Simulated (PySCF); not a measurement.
Computed shifts of a molecule C4H13BN2O, KT2/pcSseg-1 (PySCF), GIAO, gas phase, equivalent atoms averaged, in ppm (number of nuclei): ¹³C: 63.7 (1), 40.4 (1), 39.1 (1), 21.4 (1). ¹H: 3.98 (2), 3.01 (3), 2.83 (3), 1.83 (2), 1.58 (3). ¹⁵N: 58.4 (1), 44.1 (1). References: ¹¹B against BF3 (σ = 89.8 ppm); ¹⁷O against H2O (σ = 330.4 ppm); ¹³C against TMS (σ = 185.1 ppm); ¹H against TMS (σ = 31.47 ppm); ¹⁵N against NH3 (σ = 266.2 ppm), references at their B3LYP-D3(BJ)/def2-TZVP geometries, non-relativistic. Coordinates come from a B3LYP-D3(BJ)/def2-SVP optimisation. The values are those of a single conformer.

**Question.** Pick the molecule that these values belong to.
A. CN(C)B(O)N(C)C
B. CCOB(N)N(C)C
C. CNB(OC)N(C)C

**Answer.** B, CCOB(N)N(C)C
